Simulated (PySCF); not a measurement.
**The B–Br bond energy of BBr₃**

Method: PBE0/[B def2-TZVP, Br def2-TZVP], no relativity, density fitting, PySCF.

Each entry is the lowest minimum that a search over a few typed start shapes (and spin states, where more than one is plausible) found, or that minimum re-optimised at the stated level; isomers with ligand–ligand bonds, or fragments after loss of a ligand pair, can lie lower.

Total energies (Eh), which compare only within these settings: Br atom -2573.81191.

| species | 2S+1 | group | E (Eh) | ZPE (kJ/mol) |
| --- | --- | --- | --- | --- |
| BBr₂ | 2 | C2v | -5172.53118 | 9.6 |
| BBr₃ | 1 | D3h | -7746.50346 | 15.8 |

Problem. What are De and D0 for BBr₃ → BBr₂ + Br?

Solution. De = [(-5172.53118) + (-2573.81191) − (-7746.50346)] × 2625.5 = 421 kJ/mol. The zero-point energy changes by -6.2 kJ/mol, so D0 = 415 kJ/mol.

Atoms and open shells are unrestricted, without spin–orbit or basis-set superposition corrections.
